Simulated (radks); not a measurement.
Values are calculated unless marked as measured or tabulated.
Question: Spherical quantum dot in the effective-mass picture: electrons in a hard-walled sphere of radius 3.03, with a point charge +1 (a donor) at the centre, all in effective atomic units (hartree* = m*/eps^2 hartree, bohr* = eps/m* bohr), one dielectric constant everywhere. Level of theory: non-relativistic Kohn-Sham, LDA (Slater exchange, Perdew-Wang correlation), spin-polarised, spherical densities (a radial shooting solver with Libxc functionals). Levels are named by radial order and angular momentum (1s, 1p, 1d, 2s, ...), and open shells are averaged over m. Results are scaled to m* = 0.176 and eps = 13.9, for which hartree* = 24.79 meV and bohr* = 4.179 nm. At N = 18 the configuration is 1s2 1p6 1d10. Does electron 19 go into 2s up or 1f up?

Answer: Into 2s up. The total energies of the other choices lie higher by 8.13 meV (1f up).
